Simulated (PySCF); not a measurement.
C$_{2}$H$_{5}$ (SMILES [CH2-]C), charge -1, singlet, at a GFN2-xTB geometry, with bond 5-2 at 2.4 times its length; CASSCF(8,7)/6-31G run with PySCF.

Input for PySCF:
```python
from pyscf import gto, scf, mcscf
import numpy

mol = gto.Mole()
mol.atom = '''
    C    -0.01030605    0.12039198    0.84239216
    C     0.00777321    0.03042594   -0.68103923
    H    -0.90060325   -0.50218287    1.18466735
    H     0.87721669   -0.49440679    1.20530634
    H     0.03205255   -2.42854595   -1.84597689
    H    -0.87309007    0.53904978   -1.10608662
    H     0.89378407    0.54677798   -1.08557470
'''
mol.basis = '6-31g'
mol.charge = -1
mol.verbose = 4
mol.build()

mf = scf.RHF(mol)
mf.kernel()
mc = mcscf.CASSCF(mf, 7, 8)
mc.fix_spin_(ss=0.0)
mc.kernel()
occ = numpy.linalg.eigvalsh(mc.fcisolver.make_rdm1(mc.ci, mc.ncas, mc.nelecas))[::-1]
ss = mc.fcisolver.spin_square(mc.ci, mc.ncas, mc.nelecas)[0]
print('natural occupations', occ.round(4), ' <S^2>', round(ss, 4))
```

It wrote (shortened):

```
PySCF version 2.14.0

[INPUT] verbose = 4
[INPUT] num. atoms = 7
[INPUT] num. electrons = 18
[INPUT] charge = -1
[INPUT] spin (= nelec alpha-beta = 2S) = 0
[INPUT] symmetry False subgroup None
[INPUT] Mole.unit = angstrom
[INPUT] Symbol           X                Y                Z      unit          X                Y                Z       unit  Magmom
[...]
nuclear repulsion = 33.7081924034947
number of shells = 20
number of NR pGTOs = 64
number of NR cGTOs = 28
basis = 6-31g
ecp = {}

******** <class 'pyscf.scf.hf.RHF'> ********
method = RHF
initial guess = minao
damping factor = 0
level_shift factor = 0
DIIS = <class 'pyscf.scf.diis.CDIIS'>
diis_start_cycle = 1
diis_space = 8
diis_damp = 0
SCF conv_tol = 1e-09
SCF conv_tol_grad = None
SCF max_cycles = 50
direct_scf = True
direct_scf_tol = 1e-13
Set gradient conv threshold to 3.16228e-05
Initial guess from minao.
init E= -78.0657093906414
[...]
cycle= 1 E= -78.3066633708316  delta_E= -0.241  |g|= 0.258  |ddm|= 2.02
[...]
cycle= 2 E= -78.3399493170476  delta_E= -0.0333  |g|= 0.0882  |ddm|= 0.483
[...]
cycle= 3 E= -78.3425829833534  delta_E= -0.00263  |g|= 0.0372  |ddm|= 0.142
[...]
cycle= 4 E= -78.3433519967914  delta_E= -0.000769  |g|= 0.0167  |ddm|= 0.058
[...]
cycle= 5 E= -78.3435298799698  delta_E= -0.000178  |g|= 0.00642  |ddm|= 0.0357
[...]
cycle= 6 E= -78.3435812588326  delta_E= -5.14e-05  |g|= 0.00324  |ddm|= 0.0197
[...]
cycle= 7 E= -78.3435908713139  delta_E= -9.61e-06  |g|= 0.000303  |ddm|= 0.0121
[...]
cycle= 8 E= -78.3435909645995  delta_E= -9.33e-08  |g|= 6.5e-05  |ddm|= 0.00148
[...]
cycle= 9 E= -78.3435909693479  delta_E= -4.75e-09  |g|= 1.16e-05  |ddm|= 0.000433
[...]
cycle= 10 E= -78.3435909694928  delta_E= -1.45e-10  |g|= 3.55e-06  |ddm|= 5.27e-05
[...]
Extra cycle  E= -78.3435909695059  delta_E= -1.31e-11  |g|= 1.95e-06  |ddm|= 1.11e-05
converged SCF energy = -78.3435909695059

******** <class 'pyscf.mcscf.mc1step.CASSCF'> ********
CAS (4e+4e, 7o), ncore = 5, nvir = 16
max_cycle_macro = 50
max_cycle_micro = 4
conv_tol = 1e-07
conv_tol_grad = None
orbital rotation max_stepsize = 0.02
orbital rotation threshold for CI restart = 0.01
augmented hessian ah_max_cycle = 30
augmented hessian ah_conv_tol = 1e-12
augmented hessian ah_linear dependence = 1e-14
augmented hessian ah_level shift = 1e-08
augmented hessian ah_start_tol = 2.5
augmented hessian ah_start_cycle = 3
augmented hessian ah_grad_trust_region = 3
kf_trust_region = 3
kf_interval = 4
ci_response_space = 4
[...]
CASCI E = -78.3799536296460  S^2 = 0.0000000
[...]
               |grad[o]|=0.00255  |grad[c]|=0.00554  |ddm|=0.000868  |maxRot[o]|=0.0969
macro iter  16 ( 21 JK    4 micro), CASSCF E = -78.4331429125659  dE = -2.94220748e-05  S^2 = 0.0000000
               |grad[o]|=0.00311  |grad[c]|=0.00391  |ddm|=0.000835  |maxRot[o]|=0.0295
macro iter  17 ( 17 JK    4 micro), CASSCF E = -78.4331618608111  dE = -1.89482452e-05  S^2 = 0.0000000
               |grad[o]|=0.000914  |grad[c]|=0.00396  |ddm|=0.000469  |maxRot[o]|=0.0601
macro iter  18 ( 14 JK    4 micro), CASSCF E = -78.4331652120704  dE = -3.35125925e-06  S^2 = 0.0000000
               |grad[o]|=0.000572  |grad[c]|=0.00131  |ddm|=0.000715  |maxRot[o]|=0.055
macro iter  19 ( 18 JK    4 micro), CASSCF E = -78.4331587514569  dE =  6.46061343e-06  S^2 = 0.0000000
               |grad[o]|=0.000595  |grad[c]|=0.00143  |ddm|=0.000542  |maxRot[o]|=0.0359
macro iter  20 ( 21 JK    4 micro), CASSCF E = -78.4331637713090  dE = -5.01985207e-06  S^2 = 0.0000000
               |grad[o]|=0.00108  |grad[c]|=0.00118  |ddm|=0.000258  |maxRot[o]|=0.0626
macro iter  21 ( 10 JK    3 micro), CASSCF E = -78.4331671909804  dE = -3.41967142e-06  S^2 = 0.0000000
               |grad[o]|=0.000807  |grad[c]|=0.00216  |ddm|=0.000268  |maxRot[o]|=0.0585
macro iter  22 ( 10 JK    3 micro), CASSCF E = -78.4331651762507  dE =  2.01472972e-06  S^2 = 0.0000000
               |grad[o]|=0.000289  |grad[c]|=0.000427  |ddm|=0.000336  |maxRot[o]|=0.0298
macro iter  23 ( 12 JK    3 micro), CASSCF E = -78.4331675347054  dE = -2.35845468e-06  S^2 = 0.0000000
               |grad[o]|=0.000195  |grad[c]|=0.000342  |ddm|=0.000139  |maxRot[o]|=0.031
macro iter  24 (  4 JK    1 micro), CASSCF E = -78.4331680936764  dE = -5.58971024e-07  S^2 = 0.0000000
               |grad[o]|=0.000149  |grad[c]|=0.00031  |ddm|=4.22e-05  |maxRot[o]|=0.0147
macro iter  25 (  3 JK    1 micro), CASSCF E = -78.4331681091304  dE = -1.54539634e-08  S^2 = 0.0000000
               |grad[o]|=3.37e-05  |grad[c]|=7.49e-05  |ddm|=2.1e-05  |maxRot[o]|=0.00192
1-step CASSCF converged in  25 macro (410 JK  88 micro) steps
CASSCF canonicalization
Density matrix diagonal elements [1.97130754 1.99874518 1.88977134 1.90962982 0.18266552 0.02765293
 0.02022767]
CASSCF energy = -78.4331681091304
CASCI E = -78.4331681091304  E(CI) = -11.7136263273411  S^2 = 0.0000000
natural occupations [1.9988 1.9731 1.9438 1.8691 0.1731 0.0291 0.0131]  <S^2> 0.0
```
